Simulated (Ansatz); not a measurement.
Isomers of CuTe$_{2}$ (doublet), relaxed with PBE-D4/def2-TZVP; total energies from Ansatz at PBE0-D4/def2-TZVP.

```tsv
isomer	description	energy (Eh)
A	point group C2v; 2 × Cu–Te 2.46 Å; 1 × Te–Te 2.82 Å	-2176.42169
B	point group Cs; 1 × Cu–Te 2.43 Å; 1 × Te–Te 2.65 Å	-2176.40938
```

In the def2 sets Te takes a core potential; there is no spin–orbit coupling.

The isomers come from a short search, and lower ones may exist.

Task: Work out the relative energies (1 Eh = 2625.5 kJ/mol) and the Boltzmann populations at 1200 K from electronic energies alone (R = 8.314 J/mol/K).

Result: ΔE: A 0.0, B 32.3 kJ/mol. RT = 9.98 kJ/mol. Factors exp(−ΔE/RT): A 1, B 0.0393; sum 1.039. Populations: A 96.2 %, B 3.8 %. Zero-point energy, vibrational entropy and symmetry numbers are left out and can shift these; an error of 4 kJ/mol changes a ratio by a factor of 1.5. Over the other density-functional and correlated levels in def2 sets, the gap between A and B ranges from 32 to 43 kJ/mol.
